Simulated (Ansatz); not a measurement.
Consider the formal exchange of groups at the Si–Br bond: `F[SiH](F)Br` + `C=CCS` → `F[SiH](F)S` + `C=CCBr`.

Calculated with Ansatz (gas phase, PBE0-D4/def2-TZVP geometries, no zero-point term in ΔE). CCSD(T)/CBS is the MP2 limit (def2-TZVPP, def2-QZVPP) plus CCSD(T) − MP2 in def2-TZVPP, frozen cores. Functionals use def2-TZVPP. B3LYP here is the variant with VWN-RPA as its local correlation; programs differ in this. For Br outer-core shells are correlated without core-valence functions, which leaves a few kJ/mol of doubt a bond. Scalar relativity is left out up to krypton. One conformer a species, not always the lowest.

| level | ΔE (eV) |
| --- | --- |
| r2SCAN-D4 | 0.32 |
| B3LYP-D4 | 0.30 |
| PBE-QIDH | 0.34 |
| B3LYP | 0.30 |

**Question.** What does CCSD(T)/CBS give? (Best estimate.)

**Answer.** Ansatz gave: +0.34 eV. The listed levels differ from it by -0.02, -0.04, 0.00, -0.04 eV.

Largest T1 diagnostic among the species: 0.012.

From BLYP to BHLYP (50 % exact exchange), in def2-TZVPP and without D4, ΔE moves by +0.07 eV. Leaving LDA and LC-ωPBE aside and taking each functional with its dispersion term where it has one, the values, not all of them listed here, spread over 0.07 eV, from BLYP-D4 to ωB97M-V. LDA lies +0.03 eV from PBE without D4.
